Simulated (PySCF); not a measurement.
Input for PySCF: R-B3LYP/LANL2DZ on CuH, 2S+1 = 1, a spin state set in the input, which need not be the lowest, a point of a bond scan (R = 1.414 Å).

```python
from pyscf import gto, scf, dft, mp
from pyscf.data.elements import chemcore

mol = gto.M(
    atom='''
    Cu    0.00000000    0.00000000    0.00000000
    H     0.00000000    0.00000000    1.41410300
    ''',
    basis='lanl2dz',
    ecp={'Cu': 'lanl2dz'},
    charge=0, spin=0, verbose=3, max_memory=1800)
mf = dft.RKS(mol, xc='b3lyp')
mf.conv_tol = 1e-8
mf.max_cycle = 100
mf.kernel()
if not mf.converged:
    mf = mf.newton().run(mf.mo_coeff, mf.mo_occ)
```

The log:

```
converged SCF energy = -196.714084917639
```

Self-consistency was reached.

Cost: very roughly 0.5 core-seconds.
